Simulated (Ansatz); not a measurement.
C$_{2}$H$_{4}$BN (`CB1C=N1`). Charge 0, multiplicity 1. The geometry is a stationary point of PBE0-D4/def2-TZVP.

```xyz
8

C     1.055   -0.307    0.560
B    -0.312    0.069   -0.050
C    -1.355    0.347   -1.012
N    -1.643    0.519    0.245
H     1.613   -1.016   -0.054
H     0.956   -0.704    1.573
H     1.662    0.602    0.630
H    -1.976    0.490   -1.893
```

Q: What is the dipole moment at PBE/def2-TZVPP? (Estimate.)

A: Ansatz gave: 1.77 D, with components (1.26, -0.40, -1.18) D in this frame, pointing from negative to positive charge.

Q: And with r2SCAN, B3LYP, ωB97M-V? (An estimate is asked.)

A: The calculation gave: r2SCAN 1.83 D, B3LYP 1.87 D, ωB97M-V 1.88 D.

Q: Give the Mulliken charges with PBE, r2SCAN, ωB97M-V in def2-TZVPP. (Estimate.)

A: Computed: 
```tsv
atom	PBE	r2SCAN	ωB97M-V
C1	-0.32	-0.22	-0.34
B2	-0.24	-0.16	-0.20
C3	0.24	0.25	0.21
N4	-0.13	-0.19	-0.18
H5	0.11	0.08	0.12
H6	0.11	0.08	0.12
H7	0.11	0.07	0.11
H8	0.13	0.09	0.15
```

B3LYP here is the variant with VWN-RPA as its local correlation; programs differ in this.
